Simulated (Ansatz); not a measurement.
Species: C3H9B, SMILES `CB(C)C` (charge 0, multiplicity 1).

Question: Give a relaxed geometry from Ansatz (a first-principles code) with B3LYP-D3(BJ)/def2-TZVP.

Answer: the end point of this relaxation (outside a Z-matrix the atoms follow the SMILES, hydrogens last).
Z-matrix (Å, degrees):
```
B
C 1 1.5707
H 2 1.0915 1 115.25
H 2 1.0949 3 108.97 1 -126.37
H 2 1.0987 3 107.51 4 -113.23
C 1 1.5711 2 119.97 3 8.60
H 6 1.0915 1 115.28 2 170.46
H 6 1.0949 7 108.91 1 126.32
H 6 1.0987 7 107.54 8 113.20
C 1 1.5713 2 120.14 3 -170.94
H 10 1.0914 1 115.29 2 -1.72
H 10 1.0960 11 108.56 1 124.46
H 10 1.0975 11 108.01 12 113.12
```
